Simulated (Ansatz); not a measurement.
Reactions of CH4BFO2 (`COB(O)F`).

Gas-phase electronic energies from Ansatz, PBE0-D4/def2-TZVP geometries. CBS: MP2 limit from def2 TZ/QZ plus the TZ coupled-cluster correction, frozen cores. This one scheme is used for every species, atoms too. DFT in def2-TZVPP. B3LYP here is the variant with VWN-RPA as its local correlation; programs differ in this. No spin–orbit coupling; open shells (•) take unrestricted orbitals. Spin–orbit coupling would lower the free atoms: a little for F. For Ge, Mg outer-core shells are correlated without core-valence functions, so the limit isn't a true one: a few kJ/mol of doubt a bond, and 10 to 20 or more in all where bonds break to atoms. Scalar relativity is left out up to krypton. One conformer a species, not always the lowest.

| reaction | B3LYP-D4 (kcal/mol) | MP2/CBS(def2) (kcal/mol) | HF/CBS(def2) (kcal/mol) |
| --- | --- | --- | --- |
| `COB(O)F` → `OBF` + `C=O` | 53.4 | 56.4 | 51.5 |
| `COB(O)F` + CH₃OH → `COB(O)OC` + H–F | 3.9 | 1.9 | 6.5 |
| `COB(O)F` + `B[CH2][GeH2][Cl]` → `BCB(O)F` + `C[O][GeH2][Cl]` | 22.5 | 23.0 | 23.1 |
| `COB(O)F` + `COC(=N)[SiH2]F` → `COB(F)[SiH2]F` + `COC(=N)O` | 40.5 | 44.0 | 42.5 |
| `COB(O)F` + `C[O][Mg][O][SiH3]` → `COB(O)O[SiH3]` + `C[O][Mg][F]` | -0.4 | 0.7 | 2.3 |
| `COB(O)F` → `CO[B]O`• + F• | 168.3 | 180.0 | 132.5 |

Q: Give the CCSD(T)/CBS values in the same order. (An estimate is asked.)

A: Computed: 55.0, 2.5, 22.8, 42.3, 1.0, 173.2 kcal/mol.

Largest T1 diagnostic: 0.015, for `C=O`.
